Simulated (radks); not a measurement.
The numbers below are computed, except where a source is named.
Problem. Species: Kr4+. Configuration: [Ar] 3d10 4s2 4p2. Code: a radial shooting solver on a logarithmic mesh with Libxc functionals. Model: Dirac Kohn-Sham, XLYP, spin-unpolarised, spherical densities, point nucleus; open shells fill j = l - 1/2 first.

Spin-orbit splittings of the eigenvalues, e(l+1/2) - e(l-1/2), with zeta = 2 splitting/(2l+1) and mean radii in bohr:

shell  occ.  splitting (eV)  zeta (eV)  <r> j=l-1/2  <r> j=l+1/2
2p        6               ?          ?       0.1573       0.1613
3p        6           7.953      5.302       0.5326       0.5430
3d       10           1.315     0.5261       0.5500       0.5538
4p        2          0.9905     0.6604        1.588        1.612

Estimate the 2p splitting.

Solution. 53.90 eV (zeta = 35.93 eV).
